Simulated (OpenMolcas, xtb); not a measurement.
**GeHCl (SMILES [Cl][GeH]): the dipole moment, rung by rung**

The species is GeHCl (3 atoms), meant as a singlet with charge 0. SMILES: `[Cl][GeH]`. The shape comes from GFN2-xTB, which is rough for such elements, and wasn't checked as a minimum.

```
atom    x (Å)    y (Å)    z (Å)
  Cl   1.1877  -0.8686   0.5480
  Ge  -0.6582  -0.3878  -0.3991
   H  -0.5295   1.2564  -0.1489
```

Each level gives the dipole moment (D). The values are calculated.

```tsv
level	kind	program	value (D)	CPU time
GFN2-xTB	semi-empirical	xtb	2.23	under 2 s
GFN0-xTB	semi-empirical	xtb	1.28	under 2 s
GFN1-xTB	semi-empirical	xtb	1.69	under 2 s
HF/STO-3G	Hartree–Fock	OpenMolcas	2.54	1.8 s
HF/3-21G	Hartree–Fock	OpenMolcas	2.76	1.9 s
HF/def2-SVP	Hartree–Fock	OpenMolcas	1.58	3.1 s
HF/pcseg-2	Hartree–Fock	OpenMolcas	1.68	13 s
HF/aug-pcseg-2	Hartree–Fock	OpenMolcas	1.54	22 s
SVWN5/def2-TZVP	LDA	OpenMolcas	1.26	16 s
BLYP/def2-SVP	GGA	OpenMolcas	1.04	7.9 s
```

All-electron rows without a relativistic Hamiltonian named are non-relativistic. The values span 1.04 to 2.76 D. Sets without polarisation functions give poor dipoles. Without the sets that lack polarisation functions the rows with a basis span only 1.04 to 1.68 D. CPU times are rough (shared hosts, several kinds of processor): they show what a rung costs within a factor of a few.
